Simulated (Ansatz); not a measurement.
## Errors in the dipole moment

10 molecules; the dipole moment in D, computed less measured. Shapes, held fixed at every level: PBE0-D4/def2-TZVP. No vibrational averaging. Dipoles are compared by magnitude; molecules under 1 D, whose direction can flip, are left out. Programs: Ansatz 0.2.0. Measured values: NIST CCCBDB.

Levels: A = r2SCAN-D4/def2-TZVPP; B = B3LYP-D4/def2-TZVPP; C = wB97M-V/def2-TZVPP.

```
                       molecule  measured      A      B      C
               BrF (SMILES FBr)      1.42  -0.17  -0.02  +0.02
         HCN (hydrogen cyanide)      2.98  +0.04  +0.05  +0.06
        NOF (nitrosyl fluoride)      1.81  -0.48  -0.42  -0.36
            H2CO (formaldehyde)      2.33  -0.10  -0.02   0.00
             CHFO (SMILES O=CF)      2.02  +0.02  +0.07  +0.09
   PF3 (phosphorus trifluoride)      1.03  -0.18  +0.02  +0.04
   CH2ClF (chlorofluoromethane)      1.82  -0.05  -0.04  -0.04
  C2F3N (cyanotrifluoromethane)      1.33  +0.16  +0.07  +0.07
C2H3Cl3 (1,1,1-trichloroethane)      1.78  +0.07  -0.01  -0.02
    C2H4F2 (1,1-difluoroethane)      2.27  -0.13  -0.07  -0.08
```

Sum up the errors.


```
               level                    kind  mean error  mean absolute error  worst case
r2SCAN-D4/def2-TZVPP                meta-GGA      -0.082                0.140         NOF
 B3LYP-D4/def2-TZVPP           global hybrid      -0.037                0.079         NOF
  wB97M-V/def2-TZVPP  range-separated hybrid      -0.022                0.078         NOF
```

On this set wB97M-V/def2-TZVPP has the smallest mean absolute error and r2SCAN-D4/def2-TZVPP the largest. No level errs clearly to one side. All levels miss NOF on one side, which points to its shape or to the tabulated value. The tabulated values of NOF, C2F3N are in doubt (older tables, estimates, or at odds with other calculations) and kept here. Over the 8 molecules whose values aren't doubted the mean absolute errors are A 0.095; B 0.038; C 0.044. The smallest two are near a tie. Relativity is left out for Br. The set is small.
